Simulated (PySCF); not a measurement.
## Core-level binding energies of `CC(C)[AsH]BP`

Species: C3H11AsBP.
Atom-mapped SMILES: `[CH3:1][CH:2]([CH3:3])[AsH:4][BH:5][PH2:6]`

Computed, not measured: PySCF 2.14.0, delta-SCF UKS SCAN, pcX-2 on the ionised atom, pcseg-1 elsewhere, spin-free X2C. Each binding energy is the total energy of the core-ionised species, with the hole localised on one atom, minus that of the ground state; both are solved self-consistently, so orbital relaxation is included.

Question: What binding energy does each computed site have?

Answer: 
| atom(s) | bonded to | level | binding energy (eV) | 2p1/2 (eV) | above the level's lowest (eV) | count |
| --- | --- | --- | --- | --- | --- | --- |
| P6 | 2 H and B | P 2p3/2 | 136.17 | 137.06 | 0.00 | 1 |
| C2 | 2 C, H and As | C 1s | 290.43 | – | 0.00 | 1 |
| C1/C3 | C and 3 H | C 1s | 290.59 | – | +0.16 | 2 |
| P6 | 2 H and B | P 1s | 2149.72 | – | 0.00 | 1 |

The 2 C 1s values lie within 0.16 eV of each other; Gaussian lines of 0.5 eV full width would blend them into one maximum.

Question: Which photon energy gives electrons from P 1s of P6 a kinetic energy of 100 eV, and what is their de Broglie wavelength?

Answer: hν = 2149.72 + 100 = 2249.72 eV, recoil neglected; λ = 12.264 Å/√(E/eV) = 1.23 Å.

Question: Which effective nuclear charge Zeff reproduces each element's mean 1s value in the hydrogen-like formula E = 13.606 eV × Zeff²?

Answer: C (Z = 6): mean 290.5 eV, Zeff = 4.62, Z − Zeff = 1.38; P (Z = 15): mean 2149.7 eV, Zeff = 12.57, Z − Zeff = 2.43. Means run over the listed sites, weighted by atom count.

One atom of each set of topologically equivalent atoms was ionised and stands for the set; in this conformer not all members are related by symmetry, and their own values weren't computed. Not every level is listed. The 2p values add to the ΔSCF energy of one spin-free hole a correction within the shell (spin–orbit coupling, ligand field). 2p1/2 minus 2p3/2 (ligand field included): P 0.89 eV. No level of arsenic or boron is listed. Geometry: PBE0-D3(BJ)/def2-SVP, one conformer, isolated molecule.

On an Arm Neoverse V1 with one thread, shared host, this took 71 s wall.

Shape of the structure used: `[CH3:1][CH:2]([CH3:3])[AsH:4][BH:5][PH2:6]`: C1–C2–As4–B5 -95°, C2–As4–B5–P6 25°, H–P6–B5–As4 140°, H–P6–B5–As4 36°.
